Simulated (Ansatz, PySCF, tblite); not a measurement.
Bond stretch in SeBe, lowest singlet found (which spin is the ground state isn't settled by this scan).

- UKS-B3LYP/6-31G* = PySCF with unrestricted B3LYP/6-31G*, spherical d
- RHF/STO-3G = PySCF 2.14.0 with restricted Hartree-Fock/STO-3G
- GFN2-xTB, 300 K electronic temperature (tblite)
- FCI = full CI/cc-pVDZ, cores with 3d frozen run with Ansatz (a program for electronic structure)

Energies relative to the lowest point of each curve between 1.54 and 2.24 Å, where full CI is lowest, in kJ/mol; the last columns give the difference from FCI:

```tsv
R / Å	UKS-B3LYP/6-31G*	RHF/STO-3G	GFN2-xTB	FCI	UKS-B3LYP/6-31G* − FCI	RHF/STO-3G − FCI	GFN2-xTB − FCI
1.54	202.0	126.1	276.4	227.9	-25.8	-101.8	48.5
1.68	55.6	14.7	60.6	68.4	-12.8	-53.7	-7.8
1.78	11.7	0.0	8.7	17.2	-5.5	-17.2	-8.5
1.87	0.0	16.3	0.0	0.0	0.0	16.3	0.0
1.97	7.5	55.3	13.7	2.5	5.0	52.8	11.2
2.03	18.9	85.1	28.7	11.4	7.5	73.7	17.2
2.10	35.7	123.1	49.7	26.7	9.0	96.4	23.0
2.19	57.4	173.1	79.8	51.4	6.0	121.7	28.3
2.24	68.2	200.1	97.1	66.7	1.5	133.3	30.4
```

UKS-B3LYP/6-31G* is furthest from FCI at 1.54 (-25.8 kJ/mol, below); its mean absolute difference over the points is 8.1 kJ/mol.

RHF/STO-3G is furthest from FCI at 2.24 (133.3 kJ/mol, above); its mean absolute difference over the points is 74.1 kJ/mol.

GFN2-xTB is furthest from FCI at 1.54 (48.5 kJ/mol, above); its mean absolute difference over the points is 19.4 kJ/mol.

The scan ran from 1.54 to 7.36 Å; beyond the distances shown full CI changes its symmetry label. The unrestricted determinant behind UKS-B3LYP/6-31G* is spin-contaminated at 2.03 to 2.24 Å (<S²> up to 0.8, against 0.00 for a pure singlet). The restricted form behind RHF/STO-3G keeps the bonding electrons paired and can't separate into open-shell fragments. Also computed but left out beside FCI, since their determinant holds another spin at the minimum (<S²> over 0.7 above the pure value): UHF, UMP2/6-31G*.
